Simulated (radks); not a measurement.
The lutetium ion Lu2+ inside a hard spherical wall (all orbitals vanish at R), configuration held at [Xe] 4f14 6s1 and not refilled when levels cross. Calculated with a radial shooting solver on a logarithmic mesh with Libxc functionals: scalar-relativistic Kohn-Sham, PBEsol, spin-polarised, spherical densities, finite nucleus; open shells are filled with parallel spins first (spin-orbit coupling, left out, can overturn this in heavy ions); Fermi nuclear charge, rms radius 5.37 fm. Eigenvalues in eV for spin up, with the zero of energy where the potential of the charges vanishes at infinity; a dash marks a level that is unbound or too diffuse for the functional's potential to be trusted. A positive occupied level is held by the wall or, in an anion where self-interaction has pushed it up, behind a barrier. The pressure on the wall is -dE/dV.

R (bohr)  E (hartree)  kinetic (hartree)    e(5s)    e(5p)    e(4f)    e(6s)  e(5d, empty)  e(6p, empty)  pressure (GPa)
free      -14556.3023          15899.496  -78.459  -48.894  -26.954  -18.057       -17.106       -12.603               0
15        -14556.3023          15899.496  -78.459  -48.894  -26.954  -18.057       -17.106       -12.603        < 0.0001
10        -14556.3023          15899.496  -78.458  -48.893  -26.953  -18.057       -17.105       -12.597        0.000416
6         -14556.2920          15899.587  -78.195  -48.641  -26.687  -17.653       -16.858       -11.465            1.04
5         -14556.2556          15899.810  -77.696  -48.172  -26.174  -16.449       -16.277        -9.037            6.45
4         -14556.0957          15900.609  -76.421  -46.978  -24.792  -11.822       -14.342        -1.382            46.3
3.5       -14555.8441          15901.805  -74.962  -45.558  -23.106   -5.482       -11.808         7.903             146
3         -14555.1934          15904.852  -71.920  -42.373  -19.435    8.348        -6.320        26.432             543
2.5       -14553.2490          15913.512  -64.725  -34.147  -10.759   40.857         6.665        66.446            2490
2         -14546.4179          15940.902  -44.661   -9.890   10.919   125.16        41.224        162.98           14700
1.5       -14516.7608          16045.156   28.820   78.155   70.707   381.03        153.05        439.93          126000
